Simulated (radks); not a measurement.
Results of a calculation; reference values are marked as such.
Tm III, 67 electrons, occupied as [Xe] 4f13. Code: a radial shooting solver on a logarithmic mesh with Libxc functionals. Model: scalar-relativistic Kohn-Sham, r2SCAN, spin-polarised, spherical densities, finite nucleus; open shells are filled with parallel spins first (spin-orbit coupling, left out, can overturn this in heavy ions); meta-GGA in the generalised Kohn-Sham scheme; Fermi nuclear charge, rms radius 5.2256 fm.

Radial electron density D(r) = 4 pi r^2 rho(r):

r (bohr),D(r) (e/bohr),spin D(r)
0.001464,10.26,0.0000197
0.001937,15.59,0.0000297
0.002563,23.18,0.0000436
0.003391,33.52,0.0000621
0.004486,46.70,0.0000845
0.005889,61.54,0.000108
0.007791,76.87,0.000128
0.01031,88.73,0.000139
0.01364,93.28,0.000137
0.01805,89.53,0.000140
0.02388,83.19,0.000181
0.0316,85.79,0.000274
0.04147,102.8,0.000292
0.05487,122.3,-0.0000305
0.0726,119.9,-0.0000376
0.09607,99.41,0.00600
0.1271,97.70,0.0385
0.1682,112.0,0.145
0.2225,91.89,0.394
0.2921,56.44,0.799
0.3865,56.96,1.25
0.5113,61.14,1.40
0.6766,39.26,1.15
0.8952,20.52,0.730
1.184,13.14,0.350
1.567,7.418,0.106
2.057,2.744,0.0137
2.722,0.5632,-0.00222
3.601,0.06425,-0.00124
4.765,0.004432,-0.000252

D(r) has 4 maxima, at r = 0.0136, 0.0619, 0.172, 0.468 bohr, and minima at 0.0263, 0.112, 0.329 bohr, inside which lie 1.92, 11.08, 29.60 electrons.
